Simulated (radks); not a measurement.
Results of a calculation; reference values are marked as such.
Trend from Mg3+ to Ar3+: ionisation energy by Delta-SCF between NIST ground configurations, and size. Level of theory: scalar-relativistic Kohn-Sham, LDA (Slater exchange, Perdew-Wang correlation), spin-polarised, spherical densities, finite nucleus; open shells are filled with parallel spins first; Fermi nuclear charge, rms radius of each element as measured or else 0.836 A^(1/3) + 0.57 fm (a radial shooting solver on a logarithmic mesh with Libxc functionals).

species  configuration  configuration of the ion  IE (eV)  NIST (eV)       kind  -e(HOMO) (eV)  outermost  <r> outermost (bohr)  r at 0.001 e/bohr^3 (bohr)
Mg3+      [He] 2s2 2p5              [He] 2s2 2p4   109.83     109.27  semi-emp.    94.836 (2p)         2s                 0.677                        2.04
Al3+              [Ne]              [He] 2s2 2p5   120.42     119.99       exp.    104.22 (2p)         2s                 0.626                        1.98
Si3+          [Ne] 3s1                      [Ne]   45.638     45.142       exp.    40.509 (3s)         3s                  1.83                        3.02
P3+           [Ne] 3s2                  [Ne] 3s1   51.539     51.444       exp.    45.743 (3s)         3s                  1.67                        3.07
S3+       [Ne] 3s2 3p1                  [Ne] 3s2   47.323      47.22  semi-emp.    41.024 (3p)         3p                  1.65                        3.10
Cl3+      [Ne] 3s2 3p2              [Ne] 3s2 3p1   53.291       53.2  semi-emp.    46.300 (3p)         3p                  1.51                        3.04
Ar3+      [Ne] 3s2 3p3              [Ne] 3s2 3p2   59.122       59.6  semi-emp.    51.519 (3p)         3p                  1.39                        2.96

Reference values: NIST Atomic Spectra Database (exp. = measured, semi-emp. = semi-empirical, theory = theoretical value adopted there). Open shells are spherical and high-spin; term and fine-structure splittings are not resolved.
